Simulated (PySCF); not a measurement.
I⁻ (iodine, charge -1) across methods

[Xe], closed-shell 1S. All numbers are calculated (PySCF 2.14, a scalar-relativistic core potential, in aug-cc-pwCVQZ-PP with ECP28MDF).

```csv
method,E (hartree),mean ε 4d (eV),mean ε 5s (eV),mean ε 5p (eV),Σ⟨r²⟩ (bohr²),⟨S²⟩
r2SCAN,-295.9255,-43.021,-10.477,-0.279,76.44,0.000
PBE0,-295.8170,-45.345,-11.801,-1.068,76.62,0.000
UHF,-294.74684,-54.522,-16.537,-3.428,76.56,0.000
LDA,-295.3966,-41.981,-10.215,-0.199,77.63,0.000
```

(1) Estimate the same row for PBE.

Energies and moments cover only the electrons outside the core potential. The outer electron is barely bound at this level, so radii and moments hang on the diffuse functions.

Results:

(1) E (hartree) = -295.7913; mean ε 4d (eV) = -42.056; mean ε 5s (eV) = -9.966; mean ε 5p (eV) = -0.066; Σ⟨r²⟩ (bohr²) = 77.88; ⟨S²⟩ = 0.000.
